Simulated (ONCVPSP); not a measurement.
# Reading a pseudo-wave (vanadium)

Columns: radius, all-electron u(r) and pseudo u(r) of the 3p shell (level -44.04 eV) of vanadium in the configuration [Ne] 3s2 3p6 3d3 4s2; PBE, scalar-relativistic, ONCV scheme, ONCVPSP 4.0.1.

| r (bohr) | all-electron | pseudo |
| --- | --- | --- |
| 0.090 | -0.3951 | 0.0290 |
| 0.180 | -0.5425 | 0.1139 |
| 0.270 | -0.3185 | 0.2477 |
| 0.360 | 0.0514 | 0.4170 |
| 0.450 | 0.4144 | 0.6013 |
| 0.540 | 0.7037 | 0.7763 |
| 0.630 | 0.9034 | 0.9194 |
| 0.720 | 1.0187 | 1.0156 |
| 0.810 | 1.0656 | 1.0604 |
| 0.900 | 1.0615 | 1.0589 |
| 0.990 | 1.0223 | 1.0216 |
| 1.080 | 0.9609 | 0.9609 |
| 1.170 | 0.8871 | 0.8871 |
| 1.260 | 0.8078 | 0.8078 |
| 1.350 | 0.7278 | 0.7278 |
| 1.440 | 0.6502 | 0.6502 |
| 1.530 | 0.5770 | 0.5770 |
| 1.620 | 0.5092 | 0.5092 |
| 1.710 | 0.4474 | 0.4474 |
| 1.800 | 0.3917 | 0.3917 |
| 1.890 | 0.3418 | 0.3418 |
| 1.980 | 0.2976 | 0.2976 |
| 2.070 | 0.2585 | 0.2585 |
| 2.160 | 0.2242 | 0.2242 |
| 2.250 | 0.1941 | 0.1941 |
| 2.340 | 0.1679 | 0.1679 |

How many radial nodes do the two functions have?

The all-electron 3p function has n − l − 1 = 1; the pseudo-wave has 0, since the states of the same l below it are removed with the core.

At about which radius was the pseudo-wave matched?

1.20 bohr. The columns agree to 0.0005 from 1.08 bohr on; several derivatives are matched, so the curves merge somewhat inside the radius.

Where does each function peak?

Outermost all-electron maximum near 0.81 bohr, pseudo maximum near 0.81 bohr (to the table’s step).

Is the pseudo-wave norm-conserving?

Yes: the ONCV scheme keeps the norm inside the radius equal to the all-electron one, which fixes the energy derivative of the logarithmic derivative at the level.
